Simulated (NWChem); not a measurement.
CH8OSi2; SMILES C[Si@@H](O)[SiH3]

```xyz
12

C     -1.4750     1.4179     0.2280
Si     0.0852     0.5650    -0.3759
O      1.4726     1.2123     0.3082
Si    -0.0210    -1.7455     0.0777
H     -1.4172     2.5020     0.0417
H     -2.3567     1.0253    -0.3040
H     -1.6352     1.2630     1.3066
H      0.2391     0.7887    -1.8430
H      1.6339     1.0017     1.2322
H     -0.0388    -1.9718     1.5608
H      1.1654    -2.4685    -0.4780
H     -1.2618    -2.3616    -0.4919
```
Atoms are numbered in this order, from 1.

Program: NWChem. Pople sets run with spherical d functions. STO-3G and 3-21G are far too small for this property and stand as cheap habits. All runs use the structure optimised with PBE0/def2-SVP. GIAO values for the isolated, static molecule; σ is the absolute isotropic shielding, δ = σ(reference) − σ with the isolated reference molecule computed at the same levels (13C: tetramethylsilane, 1H: tetramethylsilane, 29Si: tetramethylsilane).

**Question.** Order these runs by computing time, cheapest first, and give rough ratios: B3LYP/6-311G**; Hartree-Fock/STO-3G; Hartree-Fock/6-31G*.

**Answer.** Hartree-Fock/STO-3G (1), Hartree-Fock/6-31G* (7), B3LYP/6-311G** (20). Ratios are rough, from one shared machine; the cheapest took around 5 core-seconds (rough). What differs between the cheapest and the dearest: δ C1 (ppm) -0.3 → 3.5; δ Si2 (ppm) -3.2 → 4.2; δ Si4 (ppm) -78.2 → -109.6; δ H5 (rotor mean) (ppm) 0.08 → 0.34.
